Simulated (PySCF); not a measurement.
## Basis and Hamiltonian dependence of the excitation energy of Ta+

Ta+ [Xe] 4f14 5d3 6s1 (5F) → Ta+ [Xe] 4f14 5d4 (5D). All values are computed (PySCF 2.14, energy differences of UHF-based or UKS calculations, no spin-orbit coupling). Values in eV.

```
                                                  basis    Hamiltonian  functions    UHF    LDA   PBE0  MP2 (valence)  CCSD(T) (valence)
def2-TZVPPD with the def2 core potential (60 electrons)            ECP         59  1.615  1.446  1.390          1.463              1.451
                           aug-cc-pVTZ-PP with ECP60MDF            ECP         88  1.599  1.422  1.368          1.455              1.447
                                           x2c-TZVPPall  spin-free X2C         97  1.600  1.509  1.470          1.471              1.457
                         aug-cc-pwCVTZ-PP with ECP60MDF            ECP        122  1.603  1.423  1.367          1.449                n/a
                                           x2c-QZVPPall  spin-free X2C        144  1.580    n/a    n/a            n/a                n/a
```

Frozen in the all-electron rows: valence: [Xe] 4f14; with a core potential, the same shells as far as they lie outside it.
